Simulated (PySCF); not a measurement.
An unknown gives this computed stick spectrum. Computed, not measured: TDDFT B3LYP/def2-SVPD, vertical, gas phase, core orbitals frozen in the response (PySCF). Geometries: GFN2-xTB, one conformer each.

```json
{"state": "S1", "ν̃ (cm⁻¹)": "41410", "f": "0.033", "main configurations (H = HOMO, L = LUMO)": "H→L (77%), H-1→L+1 (22%)"}
{"state": "S2", "ν̃ (cm⁻¹)": "44360", "f": "0.0025", "main configurations (H = HOMO, L = LUMO)": "H→L+2 (99%)"}
{"state": "S3", "ν̃ (cm⁻¹)": "47270", "f": "0.026", "main configurations (H = HOMO, L = LUMO)": "H→L+1 (70%), H-1→L (29%)"}
{"state": "S4", "ν̃ (cm⁻¹)": "50600", "f": "0.0040", "main configurations (H = HOMO, L = LUMO)": "H→L+3 (98%)"}
{"state": "S5", "ν̃ (cm⁻¹)": "50780", "f": "0.0001", "main configurations (H = HOMO, L = LUMO)": "H-1→L+2 (98%)"}
{"state": "S6", "ν̃ (cm⁻¹)": "53950", "f": "0.0001", "main configurations (H = HOMO, L = LUMO)": "H→L+4 (98%)"}
{"state": "S7", "ν̃ (cm⁻¹)": "54630", "f": "0.410", "main configurations (H = HOMO, L = LUMO)": "H-1→L+1 (44%), H-1→L (26%), H→L (13%)"}
{"state": "S8", "ν̃ (cm⁻¹)": "55150", "f": "0.627", "main configurations (H = HOMO, L = LUMO)": "H-1→L (42%), H-1→L+1 (28%), H→L+1 (16%)"}
```

Triplets computed (Tamm–Dancoff): 4.09, 4.31, 4.68 eV.

**Question.** Which structure fits? All have the formula C7H8O.
A. `C#C[C@@H]1C(=O)C[C@@H]1C`
B. `C=C1C=C1OC1CC1`
C. `CC1=CC=CC=C1O`

**Answer.** C. Its S1, at 5.13 eV, is the highest among the candidates; the nearest of the others has S1 at 4.73 eV. S1 is HOMO→LUMO (77%), HOMO-1→LUMO+1 (22%). Löwdin shares by element: HOMO carbon 50% or more, oxygen 18% (atoms not listed hold the other 32%); LUMO carbon 72% or more (atoms not listed hold the other 28%). At the same level the other candidates give, for their lowest levels:
- `C=C1C=C1OC1CC1`: 4.73 eV (f 0.041); 5.16 eV (f 0.004); 5.72 eV (f 0.013); 5.83 eV (f 0.010); 5.89 eV (f 0.016); T1 3.58 eV; HOMO -5.50, LUMO -0.05 eV
- `C#C[C@@H]1C(=O)C[C@@H]1C`: 4.10 eV (f 0.001); 5.50 eV (f 0.001); 5.81 eV (f 0.005); 6.10 eV (f 0.012); 6.54 eV (f 0.007); T1 3.60 eV; HOMO -6.99, LUMO -1.30 eV

Conformer computed: `[CH3:1][c:2]1[cH:3][cH:4][cH:5][cH:6][c:7]1[OH:8]`: H–O8–C7–C6 180°.
